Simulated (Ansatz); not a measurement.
A nudged elastic band was laid between two geometries of BrH + Cl2F4Mo (9 atoms, charge 0, multiplicity 1).

The calculation used RKS PBE/def2-SVP in Ansatz 0.2.0.

```json
{"movable images": "7", "climbing image": "yes", "spring": "5.0 eV/Å²", "optimiser": "quadratic models (default)", "start path": "through a guess of the saddle point", "force threshold": "0.05 eV/Å", "iteration limit": "60", "end points": "relaxed"}
```

First end point:

```xyz
9
Properties=species:S:1:pos:R:3
Mo -0.113 -0.248 -0.210
Cl 0.588 -0.324 2.001
F 1.564 -0.788 -0.772
Cl 0.477 1.945 -0.443
F -1.811 0.238 0.336
F -0.612 -2.033 -0.082
F -0.707 -0.306 -1.967
Br 1.915 3.213 2.432
H 1.569 1.832 2.672
```

Last end point:

```xyz
9
Properties=species:S:1:pos:R:3
Mo 0.435 0.114 -0.420
Cl 0.214 1.390 3.832
F 1.567 -0.323 -1.814
Cl 0.270 2.283 -1.144
F -0.804 0.451 0.948
F 0.470 -1.658 0.137
F -1.004 -0.350 -1.507
Br 2.291 0.621 1.067
H -0.570 1.001 2.867
```

Question: Which bonds break or form, and what moves?

Answer: Bonds broken: Mo1–Cl2, Br8–H9. Bonds formed: Mo1–Br8, Cl2–H9. BrH + Cl2F4Mo becomes BrClF4Mo + ClH.

Question: What energy profile does the band end with?

Answer: It converged. The highest image is number 4 of 0 to 8, 0.83 eV above the first end and 0.81 eV above the last; the last end lies 0.02 eV above the first. A vibrational analysis at the climbing image gives one clearly imaginary mode, 96i cm⁻¹: a first-order saddle point. The orbitals stay closed-shell, which can raise the energy where a bond breaks towards radicals; this wasn't checked here.

```tsv
image	path coordinate (Å)	energy (eV)	Mo1–Cl2 (Å)	Br8–H9 (Å)	Mo1–Br8 (Å)
0	0.00	0.00	2.32	1.44	4.80
1	1.38	0.01	2.32	1.44	4.69
2	2.76	0.04	2.31	1.44	4.67
3	4.13	0.41	2.35	1.45	4.04
4	5.51	0.83	2.59	1.58	3.00
5	6.71	0.67	3.52	2.30	2.58
6	7.91	0.28	4.15	2.42	2.49
7	9.11	0.12	4.58	2.95	2.45
8	10.31	0.02	4.44	3.40	2.43
```

Question: What is the geometry of the highest image?

Answer: 
```xyz
9
Properties=species:S:1:pos:R:3:forces:R:3
Mo 0.035 0.186 -0.085 0.06 0.00 -0.02
Cl -0.491 0.620 2.417 -0.01 0.00 0.01
F 1.530 0.007 -1.166 -0.03 0.00 -0.01
Cl -0.132 2.454 -0.125 0.00 0.01 0.00
F -1.650 -0.515 0.222 -0.01 0.00 0.01
F 0.643 -1.397 0.644 0.00 0.00 0.00
F -0.727 0.229 -1.778 0.00 0.00 0.00
Br 2.479 0.997 1.464 0.02 0.01 0.00
H 1.181 0.949 2.373 -0.03 -0.01 0.01
```

Question: What are the harmonic wavenumbers there?

Answer: 96i, 80, 89, 119, 148, 182, 196, 228, 264, 280, 307, 332, 394, 403, 543, 573, 633, 684, 691, 715, 1326 cm⁻¹.

The band took 36 iterations and about 50 core-minutes.

Run time: 13 min on 4 threads of Arm Neoverse V1 (shared host), peak memory 0.48 GiB.
